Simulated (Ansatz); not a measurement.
`CCNBN`. The species carries charge 0 and has multiplicity 1. Geometry: relaxed with PBE0-D4/def2-TZVP. It is one conformer, not always the lowest.

```xyz
14

C     0.697   -1.929    0.517
C     1.093   -0.501    0.183
N     0.048    0.237   -0.482
B    -0.633    1.353    0.041
N    -1.670    2.015   -0.650
H     0.439   -2.487   -0.388
H     1.517   -2.458    1.010
H    -0.172   -1.942    1.178
H     2.005   -0.511   -0.430
H     1.343    0.038    1.099
H    -0.208   -0.139   -1.382
H    -0.314    1.760    1.125
H    -2.008    1.753   -1.559
H    -2.139    2.811   -0.261
```

Question: What is the dipole moment at PBE/def2-TZVPP? (Estimate.)

Answer: Computed: 1.40 D, with components (-0.48, -0.39, -1.26) D in this frame, pointing from negative to positive charge.

Question: And with r2SCAN, B3LYP, ωB97M-V? (An estimate is asked.)

Answer: Ansatz gave: r2SCAN 1.38 D, B3LYP 1.33 D, ωB97M-V 1.35 D.

Question: Give the Mulliken charges with PBE, B3LYP, r2SCAN in def2-TZVPP. (Estimate.)

Answer: Computed: 
```csv
atom,PBE,B3LYP,r2SCAN
C1,-0.24,-0.23,-0.12
C2,0.00,0.01,0.10
N3,-0.16,-0.21,-0.24
B4,0.01,0.05,0.12
N5,-0.33,-0.33,-0.39
H6,0.07,0.06,0.03
H7,0.07,0.07,0.03
H8,0.09,0.08,0.04
H9,0.07,0.07,0.03
H10,0.06,0.06,0.03
H11,0.11,0.10,0.11
H12,-0.04,-0.03,-0.06
H13,0.14,0.13,0.15
H14,0.17,0.16,0.18
```

B3LYP here is the variant with VWN-RPA as its local correlation; programs differ in this.
